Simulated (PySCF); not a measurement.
Two-component Hartree-Fock for B³⁺ (boron, charge +3)

Start: 1s2. Calculated with PySCF 2.14 in an uncontracted even-tempered set (16 s from 0.83 bohr⁻², ratio 2.4; 8 p from 1.1 bohr⁻², ratio 2.4; 3 d from 4 bohr⁻², ratio 2.6; 3 f from 6 bohr⁻², ratio 2.6): generalised Hartree-Fock with the X2C-1e Hamiltonian and a Gaussian nucleus; one run each with spin-orbit coupling (SO) switched off, then screened by Boettger's factors, then bare.

```
spinor shell  electrons  ε, spin-free (eV)  ε, screened SO (eV)  ε, bare SO (eV)  weight of nominal j (screened SO)  rms radius, screened SO (bohr)
       1s1/2          2            -259.71              -259.71          -259.71                              1.000                           0.377
```

```csv
quantity,spin-free,screened SO,bare SO
E (hartree),-21.99245,-21.99245,-21.99245
M_J,0,0,0
⟨J²⟩,0.000,0.000,0.000
⟨L²⟩,0.000,0.000,0.000
⟨S²⟩,0.000,0.000,0.000
```

Without spin-orbit coupling the j labels of p, d and f shells carry no meaning; the spin-free column gives the mean over the occupied spinors of each nl shell.
